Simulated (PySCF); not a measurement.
**Solvent effects on NMR parameters**

Atoms are numbered as in `[CH3:1][CH2:2][C@@H:3]([F:4])[C:5](=[O:6])[O-:7]` (H(Xn): hydrogen on atom n). Ha(C2) is pro-R; Hb(C2) is pro-S.

GIAO PBE0/pcSseg-1 in PySCF on one PBE0-D3(BJ)/def2-SVP conformer, non-relativistic, equivalent nuclei averaged. Solvents enter as an IEF-PCM continuum (chloroform with ε = 4.7, acetonitrile with ε = 35.7) around the gas-phase geometry. Shifts are referred to TMS, CFCl3 computed in the same medium.

In chloroform, δ in ppm: C5 175.6, C3 96.1, C2 31.4, C1 14.2, F4 -217.9, H(C3) 3.99, Ha(C2) 2.09, Hb(C2) 1.32, H(C1) 0.97. Dipole moment 8.37 D.

(1) How does each δ change in the more polar medium?

(2) Which nuclei move most (in ppm), and what does the model miss?

Answers

(1) 
```csv
atoms,environment,"Δδ, acetonitrile"
C5,carboxylate carbon,+1.8
C3,"sp3 CH bonded to F, α to a carbonyl",+0.7
C2,sp3 CH2,+0.4
C1,methyl carbon,-0.2
F4,fluorine on an sp3 carbon,-0.8
H(C3),"hydrogen on an sp3 CH bonded to F, α to a carbonyl",+0.13
Ha(C2),hydrogen on an sp3 CH2,-0.08
Hb(C2),hydrogen on an sp3 CH2,+0.05
H(C1),hydrogen on a methyl carbon,+0.08
```

Changes are relative to chloroform. The dipole moment becomes 8.80 D in acetonitrile.

(2) C5 (carboxylate carbon, +1.8 ppm) in acetonitrile. A continuum only polarises the solute; specific hydrogen bonds, the anisotropy of aromatic solvents and changes of geometry or conformer are outside it, as are counter-ions.
